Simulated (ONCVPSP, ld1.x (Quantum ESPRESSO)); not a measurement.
# Potentials for Sn compared

Generated with ld1.x 7.5 (TM, RRKJ, ultrasoft, PAW), atompaw 4.2 or ONCVPSP 4.0.1. The cutoff is in Ry: for ld1.x and atompaw files where the sum of valence levels is converged to 10 mRy in a Bessel basis, for ONCV files where the hardest occupied wave has 1 mHa per electron of residual kinetic energy. The error is the largest all-electron minus pseudo excitation energy over each file’s own four to seven test configurations (ionisations up to +4, promotions, holes and added fractions of an electron), all of which were solved. The labels leave out finer settings (local radius, basis sizes, second energies), which also bear on the numbers. Spin-polarised tests are not counted. The rows are a selection from randomly drawn settings: files with unsolved tests, undetermined cutoffs or missed reference levels are left out.

A true bound ghost makes a file unfit for plane-wave use even where its test errors are small: the radial tests pick states by their node count and pass the ghost by.

```tsv
potential	cutoff (Ry)	largest error (meV)	bound ghosts
ONCV, PBE, scalar-relativistic, rc 2.10/2.30/1.00 (spd), local smoothed, core correction yes, reference 4d10 5s2 5p2, qcut 2.5/4.1/9.1, projectors 2/2/2	86	-256	s, p
ONCV, PBEsol, fully relativistic, rc 1.20/1.60/1.45 (spd), local smoothed, core correction yes, reference 4s2 4p6 4d10 5s2 5p1.5, qcut 8.8/9.2/8.7, projectors 3/2/2	72	+9.1	s
ONCV, PBEsol, scalar-relativistic, rc 1.55/2.70/1.40 (spd), local smoothed, core correction yes, reference 4d10 5s2 5p2, qcut 4/3.2/12.8, projectors 1/3/1	104	-143	s
TM semilocal, LDA (PZ), scalar-relativistic, rc 1.70/2.85/2.75 (spd), local p, core correction no, reference 5s2 5p2	25	+289	none
ONCV, PBEsol, scalar-relativistic, rc 1.75/2.20 (sp), local s, core correction no, reference 5s2 5p2, qcut 3.6/3.2, projectors 0/1	14	+35	none
ONCV, PBEsol, fully relativistic, rc 1.45/1.75/0.95 (spd), local smoothed, core correction yes, reference 4s2 4p6 4d10 5s1.5 5p2.5, qcut 9.3/8.5/10, projectors 3/2/3	95	-1.5	d5/2, d3/2
ONCV, LDA (Perdew-Zunger), scalar-relativistic, rc 1.55/1.35/1.60 (spd), local smoothed, core correction yes, reference 4s2 4p6 4d10 5s1.75 5p2.25, qcut 6.4/8/10.3, projectors 2/2/2	74	-7.2	none
```

(1) Fill in the row for Sn: ONCV, PBEsol, scalar-relativistic, rc 1.95/1.35/1.35/1.95 (spdf), local d, core correction no, reference 4p6 4d10 5s2 5p1, qcut 3.1/8.3/10.1/6.6, projectors 1/2/0/2.

## Answers

(1) cutoff 80 Ry, largest error -35 meV, bound ghosts: s.
